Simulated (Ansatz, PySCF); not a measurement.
B(CF3)(Cl)(F) (CBClF4), SMILES FC(B(F)Cl)(F)F. Atoms are numbered in the order given.

```xyz
7

B      0.0949     0.0424     0.7357
C      0.2309    -0.3649    -0.8233
F     -0.6388     0.2641    -1.6197
F      0.0397    -1.6887    -0.9700
F      1.4712    -0.0784    -1.2610
Cl    -1.0614     1.2141     1.2747
F      0.9010    -0.5479     1.5869
```

Geometry: ωB97X-D3(BJ)/def2-SVP. The structure was generated by enumeration, and PubChem lists no compound with its InChIKey, so it may never have been made.

Two levels are set side by side: PBE-D3(BJ)/def2-SVP (Ansatz, a first-principles code) and ωB97X-D3(BJ)/def2-SVP (PySCF). Each level has its own optimised geometry; the coordinates shown are those of the second. Differences are taken from unrounded values.

```json
[
 {"quantity": "mean bond length (Å)", "ωB97X-D3(BJ)": "1.448"},
 {"quantity": "bond B1–C2 (Å)", "ωB97X-D3(BJ)": "1.617"},
 {"quantity": "bond B1–Cl6 (Å)", "ωB97X-D3(BJ)": "1.732"},
 {"quantity": "bond B1–F7 (Å)", "ωB97X-D3(BJ)": "1.312"},
 {"quantity": "bond C2–F3 (Å)", "ωB97X-D3(BJ)": "1.336"},
 {"quantity": "bond C2–F4 (Å)", "ωB97X-D3(BJ)": "1.346"},
 {"quantity": "bond C2–F5 (Å)", "ωB97X-D3(BJ)": "1.346"}
]
```

Problem. What does PBE-D3(BJ) give, and how far is it from ωB97X-D3(BJ)? (Estimate from the structure and the level; the computed values follow.)

Solution. 
| quantity | PBE-D3(BJ) | PBE-D3(BJ) minus ωB97X-D3(BJ) |
|---|---|---|
| mean bond length (Å) | 1.458 | 0.010 |
| bond B1–C2 (Å) | 1.618 | 0.001 |
| bond B1–Cl6 (Å) | 1.744 | 0.012 |
| bond B1–F7 (Å) | 1.319 | 0.007 |
| bond C2–F3 (Å) | 1.358 | 0.021 |
| bond C2–F4 (Å) | 1.352 | 0.007 |
| bond C2–F5 (Å) | 1.358 | 0.012 |

GGA bonds tend to be longer and softer than those of functionals with exact exchange. Differences between two approximate levels are no errors against the true value.
